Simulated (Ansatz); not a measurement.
Sb2, charge -1, doublet, at a GFN2-xTB geometry (a state made from the parent by changing its charge; the spin is typed, not shown lowest) (core potentials on Sb) (a gas-phase anion, which may not be bound at this level), atoms displaced at random by about 0.08 Å a coordinate; B3LYP/def2-SVP, gradient (Ansatz, a program for electronic structure).

The Ansatz input:
Ansatz 0.2 input:
```yaml
crystal:
  periodic: [false, false, false]
  atoms:
    - {symbol: Sb, position_ang: [-0.06340594, -0.11913636, -1.27584563]}
    - {symbol: Sb, position_ang: [-0.06390703, 0.06542864, 1.34205311]}
basis:
  gaussian:
    orbitals: def2-SVP
hamiltonian:
  xc: b3lyp
total_charge: -1
magnetization: {spin_polarized: true, initial_magnetization: 1}
output: {forces: true}
```

Q: What does Ansatz print? Leave out banner, timings and long lists.

A: 
```
Functional definition: B3LYP
670 factors; integrals over basis functions are off by at most 1.9e-4 eV
mean field evaluation 1: about -13080.7690 eV, gradient 6.2e0 eV
mean field evaluation 2: about -13080.8160 eV, gradient 4.9e0 eV
mean field evaluation 4: about -13080.9509 eV, gradient 4.2e-1 eV
mean field evaluation 8: about -13080.9686 eV, gradient 1.3e-2 eV
mean field evaluation 16: about -13080.9164 eV, gradient 2.1e0 eV
mean field evaluation 32: about -13080.9686 eV, gradient 1.1e-5 eV
mean field -13080.96864480 eV, -480.7167310975 hartree, gradient 1.1e-5 eV, S^2 0.751927; 3 other end points of the search recorded, 0 dependent functions left out
the calculation of the forces begins
reference -13080.96882187 eV, -480.7167376047 hartree; 24, 23 occupied and 28, 29 virtual orbitals, 670 factors
Total energy: -13080.96882187 eV, -480.7167376047 hartree
Atom 0 at    -0.063406    -0.119136    -1.275846 Å, force    -0.000045     0.016574     0.235083 eV/Å
Atom 1 at    -0.063907     0.065429     1.342053 Å, force     0.000045    -0.016574    -0.235083 eV/Å
Dipole moment:    -0.000000     0.000000     0.000000 e Å
```
